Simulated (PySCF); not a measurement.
C2H13NSi3, SMILES C([SiH3])[Si@H]([SiH2]N)C. Atoms are numbered in the order given.

```xyz
19

C     -0.9733    -2.3559    -0.2061
Si    -0.0773    -0.7176    -0.5244
C      1.6570    -0.7403     0.2418
Si     2.6420     0.8516     0.0196
Si    -1.3438     1.0421     0.3880
N     -3.0233     0.6653     0.0889
H     -0.4132    -3.2020    -0.6362
H     -1.0897    -2.5391     0.8745
H     -1.9754    -2.3459    -0.6648
H      0.0551    -0.5213    -2.0020
H      2.2320    -1.5823    -0.1828
H      1.5545    -0.9348     1.3242
H      3.9759     0.7675     0.6865
H      1.8915     1.9980     0.6141
H      2.8555     1.1363    -1.4298
H     -0.9597     1.2057     1.8360
H     -1.0599     2.3547    -0.2645
H     -3.3677    -0.2516     0.3603
H     -3.7309     1.3692     0.2832
```

Coordinates come from a B3LYP-D3(BJ)/def2-SVP optimisation. The structure was generated by enumeration; whether it is a known compound was not checked. One conformer was computed; it need not be the lowest.

Calculation: SMD-PBE0/def2-SVP run with PySCF.

Solvation free energies are E(SMD) − E(gas) at the gas-phase geometry, for 1 M in both phases. In vacuum the dipole moment is 2.14 D.

**Question.** Estimate the solvation free energies in water, 2-propanol, dichloromethane. (The exact figures need the calculation; the answer reports its results.)

**Answer.** 
| solvent | ΔG(solv) (kcal/mol) | its non-electrostatic (CDS) part | dipole (D) |
|---|---|---|---|
| water | 1.3 | 6.2 | 3.04 |
| 2-propanol | -4.1 | 0.5 | 2.96 |
| dichloromethane | -3.9 | 0.1 | 2.86 |
